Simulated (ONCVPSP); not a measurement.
## Scattering properties, ONCV potential for Mo (Z = 42)

ONCVPSP 4.0.1 input, shortened (lines: element, Z, core and valence counts, functional; n l f; lmax; l rc ep ncon nbas qcut; lloc lpopt rc5 dvloc0; l nproj debl; icmod fcfact rcfact), PBE, scalar-relativistic:

```
  Mo 42.00    7    3        4      upf
    1    0    2.00
    2    0    2.00
    2    1    6.00
    3    0    2.00
    3    1    6.00
    3    2   10.00
    4    0    2.00
    4    1    6.00
    4    2    5.00
    5    0    1.00
    2
    0    3.00    0.00    5    9    1.80
    1    2.00    0.00    4    8    7.20
    2    2.70    0.00    5   10    6.70
    4    3    1.75    0.00
    0    2    3.00
    1    2    1.50
    2    2    1.10
    1    0.75    0.00
```

The phase is arctan(r·R′/R) of the radial function R(r), unwrapped; energies in Ha, scanned from -3 to 5 Ha. A pole is an energy at which the radial function vanishes at the test radius. The pseudo phase is shifted by a multiple of π to meet the all-electron one at the reference energy, and phase errors are pseudo minus all-electron; the curves can meet again beyond the range given. Levels narrower than the energy grid can be missing from the lists of poles. n/a: not evaluated, since a narrow level or a reset projector energy made the automatic matching unsafe.

```
channel  radius (bohr)  reference energy (Ha)  poles, all-electron     poles, pseudo  unbroken range about the reference energy with phases within 0.05 rad  phase error 1 Ha above the reference energy (rad)
      s           3.05                  -0.15           0.65, 3.92  0.62, 1.59, 3.92                                                                    n/a                                                n/a
      p           2.03                  -1.41          -1.12, 4.59       -1.12, 4.50                                                        the whole range                                             -0.000
      d           2.74                  -0.14           0.07, 2.73        0.07, 2.74                                                              below 4.2                                             +0.000
```

Note: no bound ghost flagged; GHOST(+) flagged for s at 41.6 eV.

Phases in the d channel:

```json
{"E (Ha)": "-2.98", "all-electron": "1.395", "pseudo": "1.395"}
{"E (Ha)": "-2.76", "all-electron": "1.386", "pseudo": "1.386"}
{"E (Ha)": "-2.54", "all-electron": "1.377", "pseudo": "1.377"}
{"E (Ha)": "-2.32", "all-electron": "1.366", "pseudo": "1.366"}
{"E (Ha)": "-2.10", "all-electron": "1.353", "pseudo": "1.353"}
{"E (Ha)": "-1.88", "all-electron": "1.337", "pseudo": "1.337"}
{"E (Ha)": "-1.66", "all-electron": "1.317", "pseudo": "1.317"}
{"E (Ha)": "-1.44", "all-electron": "1.291", "pseudo": "1.291"}
{"E (Ha)": "-1.22", "all-electron": "1.256", "pseudo": "1.256"}
{"E (Ha)": "-1.00", "all-electron": "1.204", "pseudo": "1.204"}
{"E (Ha)": "-0.78", "all-electron": "1.115", "pseudo": "1.115"}
{"E (Ha)": "-0.56", "all-electron": "0.914", "pseudo": "0.914"}
{"E (Ha)": "-0.34", "all-electron": "0.133", "pseudo": "0.133"}
{"E (Ha)": "-0.12", "all-electron": "-1.230", "pseudo": "-1.230"}
{"E (Ha)": "0.10", "all-electron": "-1.598", "pseudo": "-1.598"}
{"E (Ha)": "0.32", "all-electron": "-1.778", "pseudo": "-1.778"}
{"E (Ha)": "0.54", "all-electron": "-1.964", "pseudo": "-1.964"}
{"E (Ha)": "0.76", "all-electron": "-2.291", "pseudo": "-2.291"}
{"E (Ha)": "0.98", "all-electron": "-3.068", "pseudo": "-3.068"}
{"E (Ha)": "1.20", "all-electron": "-3.929", "pseudo": "-3.929"}
{"E (Ha)": "1.42", "all-electron": "-4.290", "pseudo": "-4.290"}
{"E (Ha)": "1.64", "all-electron": "-4.451", "pseudo": "-4.451"}
{"E (Ha)": "1.86", "all-electron": "-4.542", "pseudo": "-4.541"}
{"E (Ha)": "2.08", "all-electron": "-4.602", "pseudo": "-4.601"}
{"E (Ha)": "2.30", "all-electron": "-4.646", "pseudo": "-4.645"}
{"E (Ha)": "2.52", "all-electron": "-4.682", "pseudo": "-4.681"}
{"E (Ha)": "2.74", "all-electron": "-4.713", "pseudo": "-4.712"}
{"E (Ha)": "2.96", "all-electron": "-4.744", "pseudo": "-4.742"}
{"E (Ha)": "3.18", "all-electron": "-4.775", "pseudo": "-4.772"}
{"E (Ha)": "3.40", "all-electron": "-4.811", "pseudo": "-4.806"}
{"E (Ha)": "3.62", "all-electron": "-4.856", "pseudo": "-4.848"}
{"E (Ha)": "3.84", "all-electron": "-4.920", "pseudo": "-4.906"}
{"E (Ha)": "4.06", "all-electron": "-5.032", "pseudo": "-5.000"}
{"E (Ha)": "4.28", "all-electron": "-5.285", "pseudo": "-5.191"}
{"E (Ha)": "4.50", "all-electron": "-6.096", "pseudo": "-5.735"}
{"E (Ha)": "4.72", "all-electron": "-7.138", "pseudo": "-6.867"}
{"E (Ha)": "4.94", "all-electron": "-7.478", "pseudo": "-7.379"}
```
